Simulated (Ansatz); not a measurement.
```yaml
crystal:
  periodic: [false, false, false]
  atoms:
    - {symbol: N, position_ang: [-0.178149, 0.509360, -1.764096]}
    - {symbol: C, position_ang: [-0.391699, 0.225131, -0.548773]}
    - {symbol: Si, position_ang: [1.060444, -0.370696, 0.511229]}
    - {symbol: S, position_ang: [-1.979512, 0.412389, 0.229438]}
    - {symbol: H, position_ang: [-1.008113, 0.843316, -2.259571]}
    - {symbol: H, position_ang: [1.414466, 0.710869, 1.466197]}
    - {symbol: H, position_ang: [2.204686, -0.704137, -0.364728]}
    - {symbol: H, position_ang: [0.620032, -1.556685, 1.292893]}
    - {symbol: H, position_ang: [-1.653556, -0.115845, 1.420311]}
basis:
  gaussian: {orbitals: def2-mTZVP, final_grid: {core_spheres: 1, valence_spheres: 1, degree: 3}}
hamiltonian: {xc: {name: wB97M-V}}
output: {forces: true}
```

```sh
$ ansatz run in.yaml --threads 2 --pin off --events-out ev --progress --plain --max-ram 4352MiB
```

It prints (some lines left out):

```
Functional definition: wB97M-V
886 factors; integrals over basis functions are off by at most 1.1e-3 eV
282 factors; integrals over basis functions are off by at most 5.9e-6 eV
mean field evaluation 1: about -21314.2968 eV, gradient 4.7e1 eV
mean field evaluation 2: about -21312.4372 eV, gradient 5.6e1 eV
mean field evaluation 4: about -21318.9609 eV, gradient 3.0e0 eV
mean field evaluation 8: about -21303.8610 eV, gradient 1.6e1 eV
mean field evaluation 16: about -21304.8178 eV, gradient 2.0e-2 eV
mean field -21304.81778766 eV, -782.9376127725 hartree, gradient 3.8e-5 eV, S^2 0.000000; 0 other end points of the search recorded, 0 dependent functions left out
reference -21304.81812217 eV, -782.9376250653 hartree; 24, 24 occupied and 73, 73 virtual orbitals, 886 factors
Total energy: -21304.81812217 eV, -782.9376250653 hartree
Atom 0 at    -0.178149     0.509360    -1.764096 Å, force    -5.101204    -2.323189    13.652518 eV/Å
Atom 1 at    -0.391699     0.225131    -0.548773 Å, force     0.984384     3.535637   -12.403043 eV/Å
Atom 2 at     1.060444    -0.370696     0.511229 Å, force    -2.394579     2.320860    -2.718312 eV/Å
Atom 3 at    -1.979512     0.412389     0.229438 Å, force     3.250724     0.018324    -3.262521 eV/Å
Atom 4 at    -1.008113     0.843316    -2.259571 Å, force     3.896132    -2.522205     6.006006 eV/Å
Atom 5 at     1.414466     0.710869     1.466197 Å, force     0.014122    -0.630307    -1.140104 eV/Å
Atom 6 at     2.204686    -0.704137    -0.364728 Å, force    -0.614806    -0.391008     0.324885 eV/Å
Atom 7 at     0.620032    -1.556685     1.292893 Å, force    -0.067223     0.626617    -0.188794 eV/Å
Atom 8 at    -1.653556    -0.115845     1.420311 Å, force     0.032451    -0.634729    -0.270634 eV/Å
Dipole moment:    -0.114597    -0.161672     0.456461 e Å
```

**Question.** What is wrong with this run?

**Answer.** The integration grid is far too coarse. The run converged. The result belongs to that input, not to the molecule as meant.
